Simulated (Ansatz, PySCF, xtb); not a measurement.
Breaking a bond: SMILES [F][GeH3]. The Ge1–F5 bond (Ge1 also carries H, H, H; F5 carries nothing else) is varied alone, starting from the PBE0/def2-TZVP optimised geometry.

Levels of theory: UKS-B3LYP/6-31G* = unrestricted B3LYP/6-31G*, spherical d (PySCF); GFN1-xTB (xtb); RKS-B3LYP = restricted B3LYP/cc-pVTZ (Ansatz, an electronic-structure program); RKS-B3LYP/6-31G* = restricted B3LYP/6-31G*, spherical d run with PySCF 2.14.0.

Energies are in kJ/mol, each relative to the lowest point of its own curve near equilibrium.

```
R / Å  UKS-B3LYP/6-31G*  GFN1-xTB  RKS-B3LYP  RKS-B3LYP/6-31G*
-----  ----------------  --------  ---------  ----------------
1.40              330.6     177.0      322.4             330.6
1.47              182.8      88.4      176.6             182.8
1.57               62.4      25.7       59.2              62.4
1.64               20.7       7.0       19.3              20.7
1.70                3.9       0.7        3.5               3.9
1.74                0.0       0.0        0.0               0.0
1.81                3.8       3.5        3.9               3.8
1.85               10.6       7.7       10.5              10.6
1.91               25.5      16.0       24.7              25.5
2.02               62.5      36.5       59.5              62.5
2.15              114.2      66.5      108.1             114.2
2.36              200.5     121.3      189.5             200.5
2.59              286.8     181.6      271.5             286.8
2.88              370.7     249.3      357.8             376.7
3.16              419.3     303.4      423.1             444.4
3.51              455.8     356.4      484.0             507.3
3.82              475.6     391.6      523.1             547.8
4.27              492.3     427.0      562.4             587.8
4.77              501.7     451.8      589.9             615.0
5.26              506.4         —      606.7             630.9
6.19              510.1         —      624.6             646.9
```

At the longest distance, 6.19 Å, RKS-B3LYP/6-31G* lies highest above its minimum (646.9 kJ/mol) and UKS-B3LYP/6-31G* lowest (510.1 kJ/mol).

Dashes: no converged value, or the column stops at the first point that the program doubted or that broke a chosen test of continuity, which isn't proof of a fault.

The unrestricted determinant behind UKS-B3LYP/6-31G* is spin-contaminated at 2.88 to 6.19 Å (<S²> up to 0.9, against 0.00 for a pure singlet). The restricted form behind RKS-B3LYP, RKS-B3LYP/6-31G* keeps the bonding electrons paired and can't separate into open-shell fragments.
